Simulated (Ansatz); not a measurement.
H12Si6, charge -1, doublet, at a GFN2-xTB geometry (a state made from the parent by changing its charge; the spin is typed, not shown lowest) (a gas-phase anion, which may not be bound at this level); B3LYP5/6-31G* (Ansatz, a first-principles code).

The Ansatz input:
Ansatz 0.2 input:
```yaml
crystal:
  periodic: [false, false, false]
  atoms:
    - {symbol: Si, position_ang: [-1.21516116, 1.23999611, -1.17463270]}
    - {symbol: Si, position_ang: [0.80403189, 2.05772008, -0.41715367]}
    - {symbol: Si, position_ang: [2.42861176, 0.44259627, -0.09946229]}
    - {symbol: Si, position_ang: [1.19177985, -1.27043164, 0.94405368]}
    - {symbol: Si, position_ang: [-0.94227592, -2.20582581, 0.59193570]}
    - {symbol: Si, position_ang: [-2.21677236, -0.31565020, 0.20243921]}
    - {symbol: H, position_ang: [-0.96905528, 0.58538924, -2.48224425]}
    - {symbol: H, position_ang: [-2.14530204, 2.31007172, -1.61054456]}
    - {symbol: H, position_ang: [1.17894412, 3.24545570, -1.21981534]}
    - {symbol: H, position_ang: [0.50759624, 2.72598231, 0.87598887]}
    - {symbol: H, position_ang: [2.69753108, -0.10575439, -1.46998374]}
    - {symbol: H, position_ang: [3.72278021, 1.23129048, -0.01133908]}
    - {symbol: H, position_ang: [2.13564072, -2.38179458, 1.28870443]}
    - {symbol: H, position_ang: [1.00489235, -0.67368819, 2.31873475]}
    - {symbol: H, position_ang: [-1.93303297, -3.21234037, 1.14871674]}
    - {symbol: H, position_ang: [-0.81702648, -2.86705429, -0.74911782]}
    - {symbol: H, position_ang: [-2.46905424, 0.38730253, 1.48652544]}
    - {symbol: H, position_ang: [-3.61691061, -0.52252732, -0.23614437]}
basis:
  gaussian:
    orbitals: 6-31G*
hamiltonian:
  xc: b3lyp5
total_charge: -1
magnetization: {spin_polarized: true, initial_magnetization: 1}
accuracy: high
```

It wrote (shortened):

```
Functional definition: B3LYP5
3247 factors; integrals over basis functions are off by at most 1.2e-8 eV
mean field evaluation 1: about -47450.3987 eV, gradient 1.1e1 eV
mean field evaluation 2: about -47451.1482 eV, gradient 6.1e0 eV
mean field evaluation 4: about -47451.4443 eV, gradient 3.6e-1 eV
mean field evaluation 8: about -47451.7332 eV, gradient 1.1e-1 eV
mean field evaluation 16: about -47451.7333 eV, gradient 6.3e-5 eV
mean field -47451.73327206 eV, -1743.8190338082 hartree, gradient 3.7e-8 eV, S^2 0.756467; 0 other end points of the search recorded, 0 dependent functions left out
reference -47451.73333665 eV, -1743.8190361817 hartree; 49, 48 occupied and 89, 90 virtual orbitals, 3247 factors
Total energy: -47451.73333665 eV, -1743.8190361817 hartree
```
